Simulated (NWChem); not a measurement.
Molecule: C$_{2}$H$_{2}$N$_{2}$O; SMILES o1cnnc1

```xyz
7

C      0.0000    -1.0460     0.2605
N      0.0000    -0.6881    -0.9758
N      0.0000     0.6881    -0.9758
C      0.0000     1.0460     0.2605
O      0.0000     0.0000     1.1056
H      0.0000    -2.0507     0.6770
H      0.0000     2.0507     0.6770
```
Atoms are numbered in this order, from 1.

Program: NWChem. Pople sets run with spherical d functions. Geometry: optimised at PBE0/def2-SVP. Vzz is the largest principal value of the second derivative of the potential at the nucleus (NWChem prints the opposite sign); η is the asymmetry. Non-relativistic.

```json
[
 {"level": "PBE0/def2-SVP", "Vzz N3 (a.u.)": "-1.013", "η N3": "0.21", "Vzz O5 (a.u.)": "1.250", "η O5": "0.04"},
 {"level": "PBE0/6-31G*", "Vzz N3 (a.u.)": "___", "η N3": "0.25", "Vzz O5 (a.u.)": "1.214", "η O5": "0.01"},
 {"level": "CAM-B3LYP/6-31G*", "Vzz N3 (a.u.)": "-0.985", "η N3": "0.22", "Vzz O5 (a.u.)": "1.216", "η O5": "0.01"},
 {"level": "CAM-B3LYP/def2-SVP", "Vzz N3 (a.u.)": "-1.045", "η N3": "0.18", "Vzz O5 (a.u.)": "1.250", "η O5": "0.05"}
]
```

**Question.** Fill in the missing entries.

**Answer.** 
- PBE0/6-31G*, Vzz N3 (a.u.): -0.955
